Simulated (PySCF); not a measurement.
SMILES C[Si](OB(O)O)([O][GeH3])C (C2H11BGeO4Si) (GFN2-xTB optimised geometry):

```
20

Ge     3.071     0.276     1.561
O      1.381     0.350     1.173
Si     0.534     0.175    -0.209
C      1.493     0.890    -1.685
C      0.162    -1.685    -0.435
O     -0.797     1.063     0.000
B     -2.140     1.063     0.000
O     -2.789     2.249     0.000
O     -2.879    -0.087    -0.013
H      3.629    -0.972     0.938
H      3.081     0.231     3.054
H      3.742     1.494     1.002
H      1.563     1.971    -1.603
H      2.505     0.492    -1.702
H      1.027     0.663    -2.639
H     -0.287    -2.108     0.461
H     -0.514    -1.861    -1.267
H      1.071    -2.249    -0.630
H     -3.742     2.158     0.011
H     -2.363    -0.892     0.008
```

Level of theory: CAM-B3LYP/def2-SVP in PySCF.

### Question
What are the frontier orbital energies and the dipole moment?

### Answer
HOMO-2 -10.28 eV, HOMO-1 -10.14 eV, HOMO -9.27 eV, LUMO 1.48 eV, LUMO+1 2.27 eV; dipole moment 2.55 D.

On the same geometry PBE/def2-SVP run with PySCF gives HOMO-2 -7.17 eV, HOMO-1 -7.02 eV, HOMO -6.46 eV, LUMO -0.35 eV, LUMO+1 0.48 eV; dipole moment 2.33 D.

Meta-Löwdin charges at CAM-B3LYP/def2-SVP: Ge1 0.65, O2 -0.79, Si3 1.28, C4 -0.57, C5 -0.58, O6 -0.60, B7 0.54, O8 -0.50, O9 -0.52, H10 -0.09, H11 -0.07, H12 -0.08, H13 0.12, H14 0.10, H15 0.11, H16 0.11, H17 0.10, H18 0.12, H19 0.33, H20 0.33.
